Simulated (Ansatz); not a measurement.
One change: `N[Si]Br` becomes `C[Si]Br`.

Ansatz, PBE0-D4/def2-TZVP geometries, multiplicity 1. Each molecule was computed in one conformer, which needn't be the lowest.

Scalar relativity is left out up to krypton. Spin–orbit coupling is left out; it splits and shifts lone-pair levels of the heavy atoms by tenths of an eV.

```json
{"property": "LUMO energy (ωB97M-V/def2-TZVPP) / eV", "`N[Si]Br`": "0.30"}
{"property": "HOMO energy (ωB97M-V/def2-TZVPP) / eV", "`N[Si]Br`": "-9.14"}
{"property": "size of the dipole moment (ωB97M-V/def2-TZVPP) / D", "`N[Si]Br`": "2.91"}
{"property": "LUMO energy (PBE0/def2-TZVPP) / eV", "`N[Si]Br`": "-1.68"}
{"property": "HOMO–LUMO gap (PBE0/def2-TZVPP) / eV", "`N[Si]Br`": "5.39"}
{"property": "LUMO energy (PBE/def2-TZVPP) / eV", "`N[Si]Br`": "-2.46"}
```

Problem. Give the same properties after the change, and the shifts. (An estimate is asked.)

Solution. Computed: 
| property | `C[Si]Br` | shift |
| --- | --- | --- |
| LUMO energy (ωB97M-V/def2-TZVPP) / eV | -0.66 | -0.96 |
| HOMO energy (ωB97M-V/def2-TZVPP) / eV | -8.75 | 0.39 |
| size of the dipole moment (ωB97M-V/def2-TZVPP) / D | 1.95 | -0.96 |
| LUMO energy (PBE0/def2-TZVPP) / eV | -2.63 | -0.95 |
| HOMO–LUMO gap (PBE0/def2-TZVPP) / eV | 4.05 | -1.34 |
| LUMO energy (PBE/def2-TZVPP) / eV | -3.42 | -0.96 |

With PBE0 the HOMO rises by 0.40 eV and the LUMO falls by 0.95 eV, so the gap narrows by about 1.35 eV. PBE moves the HOMO by 0.38 eV and ωB97M-V by 0.39 eV. The zero-point energy changes by 23.4 kJ/mol with +3 modes. Dipoles are sizes alone; their direction can turn.
